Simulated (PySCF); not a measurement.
**Computed structure and properties of [Sm(H2O)4]3+**

System: [Sm(H2O)4]3+ (singlet in the valence; each metal's 4f electrons, 5 of them, lie in its core potential, out of spins and levels); start: displaced along the imaginary mode (S4). Method: PySCF 2.14.0, RKS TPSS, Sm lcecp-1-SVP with ECP51, O def2-SVP, H def2-SVP; non-relativistic Hamiltonian with scalar-relativistic core potentials where named; density fitting; no spin-orbit coupling.

Input of the relaxation:

```python
mol = gto.M(atom='''
Sm     0.00000     0.00000     0.00000
O      1.34909     1.35496     1.36287
H      1.51867     1.25130     2.36723
H      1.92534     2.14608     1.06232
O     -1.34909    -1.36287     1.35496
H     -1.92534    -1.06232     2.14608
H     -1.51867    -2.36723     1.25130
O      1.34909    -1.35496    -1.36287
H      1.92534    -2.14608    -1.06232
H      1.51867    -1.25130    -2.36723
O     -1.34909     1.36287    -1.35496
H     -1.51867     2.36723    -1.25130
H     -1.92534     1.06232    -2.14608''',
    basis={'Sm': 'lcecp-1-SVP', 'O': 'def2-SVP', 'H': 'def2-SVP'},
    ecp={'Sm': 'lcecp-1-SVP'},
    charge=3, spin=0)
mf = dft.RKS(mol, xc='TPSS')
mf.grids.atom_grid = (50, 194)  # f atoms: unpruned, at least (60, 302)
mf = mf.density_fit()  # fitting sets: Sm AutoAux, O def2-universal-JKFIT, H def2-universal-JKFIT
mf.conv_tol = 1e-08; mf.max_cycle = 55
mf.kernel(dm0)  # dm0: converged density of the start geometry
# quasi-Newton relaxation in Cartesian coordinates to a largest gradient under 0.00045 Eh/bohr, steps kept in the point group
```

Run from Python with OMP_NUM_THREADS=2; the lines above give its settings. Where DIIS fails, smearing, a level shift and second-order steps follow.
It took 3.9 min on 2 threads of Arm Neoverse V1, on a shared host, from the converged density of the start.

Course of the relaxation:

```tsv
step	energy above end (eV)	largest force component within the symmetry (eV/Å)
0	0.2212	1.245
1	0.0337	0.078
2	0.0312	0.022
3	0.0286	0.172
4	0.0252	0.137
5	0.0165	0.079
6	0.0132	0.237
7	0.0052	0.157
12	0.0008	0.040
13	0.0007	0.063
14	0.0004	0.045
15	0.0001	0.021
16	0.0000	0.008
17	0.0000	0.005
```
(The steps between are left out.)

Relaxed geometry (S4):

```xyz
13

Sm    0.0000    0.0000    0.0000
O     1.3975    1.2997    1.3645
H     1.3303    1.4600    2.3421
H     2.2062    1.8132    1.1036
O    -1.3975   -1.3644    1.2997
H    -2.2062   -1.1036    1.8132
H    -1.3302   -2.3421    1.4600
O     1.3975   -1.2997   -1.3645
H     2.2062   -1.8132   -1.1036
H     1.3303   -1.4600   -2.3421
O    -1.3975    1.3644   -1.2997
H    -1.3302    2.3421   -1.4600
H    -2.2062    1.1036   -1.8132
```

| contact | Å |
| --- | --- |
| Sm1–O2 (H2O) | 2.346 |
| Sm1–O5 (H2O) | 2.346 |
| Sm1–O8 (H2O) | 2.346 |
| Sm1–O11 (H2O) | 2.346 |

On the finer grid (75, 302):

```
HOMO                                                          : -22.25 eV
LUMO                                                          : -15.88 eV
Dipole about the centre of mass                               : 0.00 D
Set of Mulliken populations of Sm1 outside the core potential : s 2.15, p 6.21, d 0.87, f 0.05
D3(BJ) dispersion energy (not in the energies)                : -0.248 eV
```

```csv
atom,Mulliken (e),Löwdin (e),spin (e)
Sm1,1.71,1.33,0.00
O2,-0.31,0.01,0.00
H3,0.32,0.20,0.00
H4,0.32,0.20,0.00
O5,-0.31,0.01,0.00
H6,0.32,0.20,0.00
H7,0.32,0.20,0.00
O8,-0.31,0.01,0.00
H9,0.32,0.20,0.00
H10,0.32,0.20,0.00
O11,-0.31,0.01,0.00
H12,0.32,0.20,0.00
H13,0.32,0.20,0.00
```

The 4f levels lie in the core potential and are missing. Their spin isn't counted.

No frequency check is given here. The steps kept the symmetry S4 of the start, so a lower state may lie off it.

Taking off one H2O (charge 0, singlet; the rest: singlet) in vacuum, both parts rigid, costs 3.26 eV; the small basis without counterpoise inflates it. Parting with an electron moved from the ligand to the metal can be far cheaper, even downhill.

Rigid scan of H2O along the line from its metal, all other atoms held (where the atom bridges, its other bond changes as well):

(distance to O2 (Å), energy (eV)): (2.05, 0.596), (2.15, 0.226), (2.25, 0.048), (2.35, 0.000), (2.45, 0.037), (2.55, 0.128), (2.75, 0.395)

One start shape was tried, so this needn't be the lowest isomer.

An lcecp potential fixes the number of 4f electrons, so in runs with it no electron can move into or out of that shell.
